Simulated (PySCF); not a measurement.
A side-by-side comparison of computed properties.

First species: C5H11NOS.
InChI=1S/C5H11NOS/c6-3-5-1-2-8(7)4-5/h5H,1-4,6H2/t5-,8-/m0/s1

Second species: C₆H₁₆N₂.
Structure used (GFN2-xTB), in Å, numbered top down from 1:
```
atom  x, y, z in Å
C1     1.9398   -1.4860   -0.5902
C2     1.8984   -0.2204    0.2557
C3     0.5001    0.0483    0.8246
C4     0.5106    1.2915    1.7239
N5    -0.4904    0.0834   -0.2471
C6    -0.4983    1.2746   -1.0695
N7    -1.7644   -0.2639    0.2553
C8    -2.5315   -1.0562   -0.6831
H9     1.6671   -2.3507    0.0099
H10    2.9373   -1.6442   -0.9944
H11    1.2348   -1.4050   -1.4123
H12    2.5934   -0.3145    1.0926
H13    2.2248    0.6315   -0.3440
H14    0.2052   -0.8142    1.4318
H15    0.8633    2.1644    1.1790
H16    1.1713    1.1279    2.5713
H17   -0.4883    1.4913    2.1057
H18    0.5141    1.5035   -1.3906
H19   -0.9167    2.1533   -0.5525
H20   -1.1000    1.0826   -1.9593
H21   -2.2979    0.5634    0.5386
H22   -1.9291   -1.9199   -0.9585
H23   -2.8205   -0.5236   -1.6000
H24   -3.4348   -1.3973   -0.1794
```

Levels: PBE0/pcSseg-1 for HOMO energy, LUMO energy and HOMO–LUMO gap. Geometries: GFN2-xTB. Each structure is a single optimised conformer of the isolated species, non-relativistic unless stated. Electronic properties by PySCF.

The conformers computed, where there is a choice (atom-mapped SMILES and torsion angles):
- `[CH3:1][CH2:2][C@@H:3]([CH3:4])[N:5]([CH3:6])[NH:7][CH3:8]`: C1–C2–C3–C4 177°, C2–C3–N5–C6 -75°, C3–N5–N7–C8 -143°

The conformers of `NC[C@@H]1CC[S@](=O)C1` aren't listed.

Values for the first species:

```
HOMO energy   : -6.40 eV
LUMO energy   : 0.92 eV
HOMO–LUMO gap : 7.32 eV
```

(1) Estimate the same properties for the second species, and the change in each.

Results:

(1) 
```csv
property,first,second,second less first
HOMO energy,-6.40 eV,-6.18 eV,+0.22 eV
LUMO energy,0.92 eV,1.35 eV,+0.43 eV
HOMO–LUMO gap,7.32 eV,7.53 eV,+0.21 eV
```

